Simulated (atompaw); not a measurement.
## Reading a pseudo-wave (hydrogen (H))

Columns: radius, all-electron u(r) and pseudo u(r) of the 1s shell (level -12.68 eV) of hydrogen in the configuration 1s0.5; PBE, scalar-relativistic, PAW (atompaw) scheme, atompaw 4.2.0.5.

```csv
r (bohr),all-electron,pseudo
0.052,0.1066,0.0711
0.104,0.2020,0.1415
0.156,0.2871,0.2103
0.208,0.3627,0.2769
0.260,0.4295,0.3406
0.312,0.4881,0.4007
0.363,0.5383,0.4558
0.415,0.5828,0.5076
0.467,0.6209,0.5545
0.519,0.6532,0.5963
0.571,0.6802,0.6330
0.623,0.7025,0.6645
0.675,0.7204,0.6907
0.727,0.7343,0.7120
0.779,0.7446,0.7285
0.831,0.7516,0.7406
0.883,0.7557,0.7485
0.935,0.7572,0.7528
0.987,0.7563,0.7539
1.038,0.7534,0.7521
1.090,0.7485,0.7480
1.142,0.7420,0.7418
1.194,0.7340,0.7340
1.246,0.7247,0.7247
1.298,0.7143,0.7143
1.350,0.7029,0.7029
```

(1) How many radial nodes do the two functions have?

(2) Is the pseudo-wave norm-conserving?

## Answers

(1) The all-electron 1s function has n − l − 1 = 0; the pseudo-wave has 0.

(2) No, it belongs to a PAW set: the norm inside the radius is not constrained, and the difference is carried by the augmentation charge.
